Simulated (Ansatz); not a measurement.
A structure drawn as `F[SiH]1[O][GeH]1[SiH3]`, with this starting geometry:

Cartesian coordinates in Å:
```
F -0.647 -0.808 2.430
Si -0.538 0.711 1.873
O 0.971 0.893 1.112
Ge -0.094 0.910 -0.444
Si 0.258 -1.156 -1.471
H -0.877 1.874 2.701
H 0.051 2.245 -1.144
H -0.170 -2.232 -0.598
H -0.608 -1.163 -2.657
H 1.654 -1.275 -1.803
```

Total charge 0; spin multiplicity 1.

Task: Relax it with Ansatz at PBE-D4/def2-SVP and then PBE0-D4/def2-TZVP. Is the drawn bonding still there?

Result: Yes, every drawn bond is still there and no new one forms.

Task: Give the relaxed structure. (An estimate is asked.)

Result: Computed: 
Z-matrix (Å, degrees):
```
Si
O 1 1.623
Ge 1 2.261 2 56.7
F 1 1.589 2 116.7 3 112.3
H 1 1.477 2 118.4 3 -119.1
Si 3 2.378 1 123.4 2 81.5
H 3 1.542 1 120.7 2 -83.9
H 6 1.483 3 108.6 1 8.6
H 6 1.487 3 108.4 1 128.0
H 6 1.486 3 110.2 1 -112.2
```
No frequency check was run.

Atoms count as bonded under 1.1 times the sum of their covalent radii (H–H under 0.85 Å, pairs among N, O and F under 1.55 Å), and a drawn bond as lost past 1.3 times.
